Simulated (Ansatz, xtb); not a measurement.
**Isomers of C4H4N2SSi in order of energy**

3 gas-phase structures of C4H4N2SSi, from a drawn sample of its isomers (lower ones may exist). Each was relaxed with GFN2-xTB:

A. `N#C[SiH2]c1nccs1`, a singlet
B. `[SiH3]C#Cc1ncsn1`, a singlet
C. `C#Cc1snnc1[SiH3]`, a singlet

Make a reasoned guess at their ranking by r2SCAN-D4/def2-SVP single-point energy.

Calculated order at r2SCAN-D4/def2-SVP: A (0.000), B (1.576), C (2.700) eV.

Energies above the lowest of each column, in eV; the last columns are at PBE-D3(BJ)/def2-SVP geometries and were run for some of them only (a dash: not run or not comparable):

```json
{"structure": "A", "GFN2-xTB": "0.031", "HF/STO-3G": "0.000", "r2SCAN-D4/def2-SVP": "0.000", "PBE-D3(BJ)/def2-SVP": "0.000", "CCSD(T)/def2-SVP + ΔMP2/def2-TZVPP": "0.000"}
{"structure": "B", "GFN2-xTB": "0.000", "HF/STO-3G": "2.211", "r2SCAN-D4/def2-SVP": "1.576", "PBE-D3(BJ)/def2-SVP": "1.496", "CCSD(T)/def2-SVP + ΔMP2/def2-TZVPP": "1.659"}
{"structure": "C", "GFN2-xTB": "0.867", "HF/STO-3G": "3.160", "r2SCAN-D4/def2-SVP": "2.700", "PBE-D3(BJ)/def2-SVP": "–", "CCSD(T)/def2-SVP + ΔMP2/def2-TZVPP": "–"}
```

CCSD(T)/def2-SVP + ΔMP2/def2-TZVPP puts A lowest of those it was run on; GFN2-xTB picks B. Some further structures that were screened fall inside this span and aren't listed. Flexible structures stand in one conformer each, not always the lowest. Frequencies (GFN2-xTB) were run for A, B alone. ΔMP2 is the change of the MP2 energy from the smaller to the larger basis.

Programs: Ansatz 0.2.0, xtb 6.7.1.
